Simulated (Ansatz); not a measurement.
Geometry optimisation of the cluster Be₇⁻.

```yaml
crystal:
  periodic: [false, false, false]
  atoms:
    - {symbol: Be, position_ang: [-1.639480, 0.993050, 0.147680]}
    - {symbol: Be, position_ang: [0.468510, -0.239760, -2.844000]}
    - {symbol: Be, position_ang: [-0.748500, 0.462100, -1.499690]}
    - {symbol: Be, position_ang: [0.491400, -0.317280, 2.422250]}
    - {symbol: Be, position_ang: [1.463570, -0.926030, 0.813300]}
    - {symbol: Be, position_ang: [-1.194080, 0.736870, 2.057040]}
    - {symbol: Be, position_ang: [1.158590, -0.708950, -1.096580]}
basis:
  gaussian: {orbitals: def2-TZVPD}
total_charge: -1
magnetization: {spin_polarized: true, initial_magnetization: 1}
hamiltonian: {xc: pbe0}
scf: {lower_state_search: "off"}
output: {orbitals: {seedname: orbitals}}
relax: {f_tol: 0.02, max_steps: 100}
```

```sh
$ ansatz run in.yaml --threads 4 --pin off --events-out ev --progress --plain --max-ram 3916MiB
```

Shortened log:

```
Functional definition: PBE0
mean field -2796.93161408 eV, -102.7853409891 hartree, gradient 2.0e-6 eV, S^2 2.182853; 0 other end points of the search recorded, 0 dependent functions left out
relax step   1: F+E_penalty+E_count = -2796.93161408 eV  Δ(F+E_penalty+E_count) = +0.000e0 eV  max|allowed force component| = 1.587e0 eV/Å  Δτ_max = 0.0000 Å  (86 SCF iters, accepted)
mean field -2797.31023340 eV, -102.7992549923 hartree, gradient 2.5e-6 eV, S^2 2.123398; 0 other end points of the search recorded, 0 dependent functions left out
relax step   2: F+E_penalty+E_count = -2797.31023340 eV  Δ(F+E_penalty+E_count) = -3.786e-1 eV  max|allowed force component| = 5.872e-1 eV/Å  Δτ_max = 0.1969 Å  (54 SCF iters, accepted)
mean field -2797.48815114 eV, -102.8057933488 hartree, gradient 1.7e-6 eV, S^2 2.089923; 0 other end points of the search recorded, 0 dependent functions left out
relax step   3: F+E_penalty+E_count = -2797.48815114 eV  Δ(F+E_penalty+E_count) = -1.779e-1 eV  max|allowed force component| = 2.792e-1 eV/Å  Δτ_max = 0.1952 Å  (50 SCF iters, accepted)
mean field -2797.63939739 eV, -102.8113515460 hartree, gradient 2.6e-6 eV, S^2 2.078243; 0 other end points of the search recorded, 0 dependent functions left out
relax step   4: F+E_penalty+E_count = -2797.63939739 eV  Δ(F+E_penalty+E_count) = -1.512e-1 eV  max|allowed force component| = 3.431e-1 eV/Å  Δτ_max = 0.1951 Å  (46 SCF iters, accepted)
mean field -2797.82635470 eV, -102.8182221003 hartree, gradient 2.2e-6 eV, S^2 2.031231; 0 other end points of the search recorded, 0 dependent functions left out
relax step   5: F+E_penalty+E_count = -2797.82635470 eV  Δ(F+E_penalty+E_count) = -1.870e-1 eV  max|allowed force component| = 3.860e-1 eV/Å  Δτ_max = 0.1951 Å  (48 SCF iters, accepted)
mean field -2797.97951845 eV, -102.8238507645 hartree, gradient 3.8e-6 eV, S^2 1.956084; 0 other end points of the search recorded, 0 dependent functions left out
relax step   6: F+E_penalty+E_count = -2797.97951845 eV  Δ(F+E_penalty+E_count) = -1.532e-1 eV  max|allowed force component| = 2.620e-1 eV/Å  Δτ_max = 0.1949 Å  (46 SCF iters, accepted)
mean field -2798.08934025 eV, -102.8278866410 hartree, gradient 2.9e-6 eV, S^2 1.900624; 0 other end points of the search recorded, 0 dependent functions left out
relax step   7: F+E_penalty+E_count = -2798.08934025 eV  Δ(F+E_penalty+E_count) = -1.098e-1 eV  max|allowed force component| = 3.073e-1 eV/Å  Δτ_max = 0.1940 Å  (49 SCF iters, accepted)
mean field -2798.22542862 eV, -102.8328877963 hartree, gradient 2.6e-6 eV, S^2 1.658171; 0 other end points of the search recorded, 0 dependent functions left out
relax step   8: F+E_penalty+E_count = -2798.22542862 eV  Δ(F+E_penalty+E_count) = -1.361e-1 eV  max|allowed force component| = 4.259e-1 eV/Å  Δτ_max = 0.1948 Å  (67 SCF iters, accepted)
mean field -2798.52305098 eV, -102.8438252165 hartree, gradient 2.4e-6 eV, S^2 1.515956; 0 other end points of the search recorded, 0 dependent functions left out
relax step   9: F+E_penalty+E_count = -2798.52305098 eV  Δ(F+E_penalty+E_count) = -2.976e-1 eV  max|allowed force component| = 5.587e-1 eV/Å  Δτ_max = 0.1950 Å  (80 SCF iters, accepted)
mean field -2798.83776008 eV, -102.8553905625 hartree, gradient 4.9e-6 eV, S^2 1.372533; 0 other end points of the search recorded, 0 dependent functions left out
relax step  10: F+E_penalty+E_count = -2798.83776008 eV  Δ(F+E_penalty+E_count) = -3.147e-1 eV  max|allowed force component| = 4.873e-1 eV/Å  Δτ_max = 0.1952 Å  (58 SCF iters, accepted)
mean field -2798.94631060 eV, -102.8593797206 hartree, gradient 1.9e-6 eV, S^2 1.415983; 0 other end points of the search recorded, 0 dependent functions left out
relax step  11: F+E_penalty+E_count = -2798.94631060 eV  Δ(F+E_penalty+E_count) = -1.086e-1 eV  max|allowed force component| = 3.210e-1 eV/Å  Δτ_max = 0.1949 Å  (64 SCF iters, accepted)
mean field -2798.96755343 eV, -102.8601603804 hartree, gradient 6.0e-6 eV, S^2 1.464555; 0 other end points of the search recorded, 0 dependent functions left out
relax step  12: F+E_penalty+E_count = -2798.96755343 eV  Δ(F+E_penalty+E_count) = -2.124e-2 eV  max|allowed force component| = 1.920e-1 eV/Å  Δτ_max = 0.1597 Å  (52 SCF iters, accepted)
mean field -2798.99523536 eV, -102.8611776723 hartree, gradient 4.4e-6 eV, S^2 1.807030; 0 other end points of the search recorded, 0 dependent functions left out
relax step  13: F+E_penalty+E_count = -2798.99523536 eV  Δ(F+E_penalty+E_count) = -2.768e-2 eV  max|allowed force component| = 2.427e-1 eV/Å  Δτ_max = 0.1293 Å  (57 SCF iters, accepted)
mean field -2798.97621089 eV, -102.8604785360 hartree, gradient 2.4e-6 eV, S^2 1.942226; 0 other end points of the search recorded, 0 dependent functions left out
relax step  14: F+E_penalty+E_count = -2798.97621089 eV  Δ(F+E_penalty+E_count) = +1.902e-2 eV  max|allowed force component| = 6.265e-1 eV/Å  Δτ_max = 0.1444 Å  (46 SCF iters, rejected (line search))
mean field -2799.01624032 eV, -102.8619495905 hartree, gradient 5.1e-6 eV, S^2 1.898938; 0 other end points of the search recorded, 0 dependent functions left out
relax step  15: F+E_penalty+E_count = -2799.01624032 eV  Δ(F+E_penalty+E_count) = -2.100e-2 eV  max|allowed force component| = 1.509e-1 eV/Å  Δτ_max = 0.0722 Å  (43 SCF iters, accepted)
mean field -2799.01608845 eV, -102.8619440094 hartree, gradient 5.5e-6 eV, S^2 1.974718; 0 other end points of the search recorded, 0 dependent functions left out
relax step  16: F+E_penalty+E_count = -2799.01608845 eV  Δ(F+E_penalty+E_count) = +1.519e-4 eV  max|allowed force component| = 2.974e-1 eV/Å  Δτ_max = 0.0966 Å  (38 SCF iters, rejected (line search))
mean field -2799.02402930 eV, -102.8622358300 hartree, gradient 1.7e-6 eV, S^2 1.938099; 0 other end points of the search recorded, 0 dependent functions left out
relax step  17: F+E_penalty+E_count = -2799.02402930 eV  Δ(F+E_penalty+E_count) = -7.789e-3 eV  max|allowed force component| = 2.569e-2 eV/Å  Δτ_max = 0.0482 Å  (40 SCF iters, accepted)
mean field -2799.02686527 eV, -102.8623400503 hartree, gradient 2.9e-6 eV, S^2 1.945464; 0 other end points of the search recorded, 0 dependent functions left out
relax step  18: F+E_penalty+E_count = -2799.02686527 eV  Δ(F+E_penalty+E_count) = -2.836e-3 eV  max|allowed force component| = 6.192e-2 eV/Å  Δτ_max = 0.0500 Å  (34 SCF iters, accepted)
mean field -2799.03310270 eV, -102.8625692714 hartree, gradient 4.0e-6 eV, S^2 1.958479; 0 other end points of the search recorded, 0 dependent functions left out
relax step  19: F+E_penalty+E_count = -2799.03310270 eV  Δ(F+E_penalty+E_count) = -6.237e-3 eV  max|allowed force component| = 1.059e-1 eV/Å  Δτ_max = 0.0740 Å  (34 SCF iters, accepted)
mean field -2799.04742539 eV, -102.8630956205 hartree, gradient 4.4e-6 eV, S^2 1.972200; 0 other end points of the search recorded, 0 dependent functions left out
relax step  20: F+E_penalty+E_count = -2799.04742539 eV  Δ(F+E_penalty+E_count) = -1.432e-2 eV  max|allowed force component| = 2.140e-1 eV/Å  Δτ_max = 0.1108 Å  (34 SCF iters, accepted)
mean field -2799.08257079 eV, -102.8643871903 hartree, gradient 2.4e-6 eV, S^2 1.993231; 0 other end points of the search recorded, 0 dependent functions left out
relax step  21: F+E_penalty+E_count = -2799.08257079 eV  Δ(F+E_penalty+E_count) = -3.515e-2 eV  max|allowed force component| = 4.086e-1 eV/Å  Δτ_max = 0.1652 Å  (38 SCF iters, accepted)
mean field -2799.15737139 eV, -102.8671360617 hartree, gradient 3.2e-6 eV, S^2 1.994362; 0 other end points of the search recorded, 0 dependent functions left out
relax step  22: F+E_penalty+E_count = -2799.15737139 eV  Δ(F+E_penalty+E_count) = -7.480e-2 eV  max|allowed force component| = 5.535e-1 eV/Å  Δτ_max = 0.1949 Å  (38 SCF iters, accepted)
mean field -2799.26355988 eV, -102.8710384167 hartree, gradient 2.3e-6 eV, S^2 1.952557; 0 other end points of the search recorded, 0 dependent functions left out
relax step  23: F+E_penalty+E_count = -2799.26355988 eV  Δ(F+E_penalty+E_count) = -1.062e-1 eV  max|allowed force component| = 5.672e-1 eV/Å  Δτ_max = 0.1976 Å  (50 SCF iters, accepted)
mean field -2799.38574082 eV, -102.8755284834 hartree, gradient 5.1e-6 eV, S^2 1.778698; 0 other end points of the search recorded, 0 dependent functions left out
relax step  24: F+E_penalty+E_count = -2799.38574082 eV  Δ(F+E_penalty+E_count) = -1.222e-1 eV  max|allowed force component| = 3.886e-1 eV/Å  Δτ_max = 0.1998 Å  (139 SCF iters, accepted)
mean field -2799.44551932 eV, -102.8777253028 hartree, gradient 2.5e-6 eV, S^2 1.574880; 0 other end points of the search recorded, 0 dependent functions left out
relax step  25: F+E_penalty+E_count = -2799.44551932 eV  Δ(F+E_penalty+E_count) = -5.978e-2 eV  max|allowed force component| = 1.102e0 eV/Å  Δτ_max = 0.1994 Å  (62 SCF iters, accepted)
mean field -2799.51274934 eV, -102.8801959602 hartree, gradient 2.2e-6 eV, S^2 1.673014; 0 other end points of the search recorded, 0 dependent functions left out
relax step  26: F+E_penalty+E_count = -2799.51274934 eV  Δ(F+E_penalty+E_count) = -6.723e-2 eV  max|allowed force component| = 2.126e-1 eV/Å  Δτ_max = 0.1697 Å  (50 SCF iters, accepted)
mean field -2799.52892681 eV, -102.8807904713 hartree, gradient 7.7e-6 eV, S^2 1.640909; 0 other end points of the search recorded, 0 dependent functions left out
relax step  27: F+E_penalty+E_count = -2799.52892681 eV  Δ(F+E_penalty+E_count) = -1.618e-2 eV  max|allowed force component| = 9.424e-2 eV/Å  Δτ_max = 0.0796 Å  (46 SCF iters, accepted)
mean field -2799.53132147 eV, -102.8808784737 hartree, gradient 2.6e-6 eV, S^2 1.629745; 0 other end points of the search recorded, 0 dependent functions left out
relax step  28: F+E_penalty+E_count = -2799.53132147 eV  Δ(F+E_penalty+E_count) = -2.395e-3 eV  max|allowed force component| = 3.330e-2 eV/Å  Δτ_max = 0.0320 Å  (40 SCF iters, accepted)
mean field -2799.53171218 eV, -102.8808928320 hartree, gradient 2.0e-6 eV, S^2 1.625349; 0 other end points of the search recorded, 0 dependent functions left out
relax step  29: F+E_penalty+E_count = -2799.53171218 eV  Δ(F+E_penalty+E_count) = -3.907e-4 eV  max|allowed force component| = 7.082e-3 eV/Å  Δτ_max = 0.0092 Å  (38 SCF iters, accepted)
Total energy: -2799.53174939 eV, -102.8808941992 hartree
Atom 0 at    -0.954113     0.055341     0.476235 Å, force    -0.002445    -0.006456     0.002274 eV/Å
Atom 1 at     1.263618    -0.309718    -2.154795 Å, force     0.000992     0.002711    -0.000813 eV/Å
Atom 2 at    -0.153134     0.901793    -1.341468 Å, force     0.002002    -0.002083    -0.002600 eV/Å
Atom 3 at     0.597797     0.270988     1.906389 Å, force    -0.007029     0.001292     0.001802 eV/Å
Atom 4 at     1.137319    -0.220260    -0.073150 Å, force     0.007082    -0.001874    -0.002233 eV/Å
Atom 5 at    -1.438146     0.293665     2.522044 Å, force     0.002130     0.004473     0.006004 eV/Å
Atom 6 at    -0.453331    -0.991808    -1.335255 Å, force    -0.002732     0.001937    -0.004434 eV/Å
Dipole moment:     0.120963     0.068217    -0.019370 e Å
Checks for a lower state left out: stability, starts, cluster_reference, orbital_swaps, neighbouring_geometries, increment
```

Hardware: 4 threads of Arm Neoverse V1 on a shared host. Wall time 1.8 min.

The charge -1 doublet is spin-contaminated (final ⟨S²⟩ up to 1.63, 0.75 for a pure state). The relaxation made no stability test and no search for a lower SCF solution. Another isomer (doublet) lies 0.32 eV lower at PBE0/def2-TZVPD; other spin states weren't run for this one.
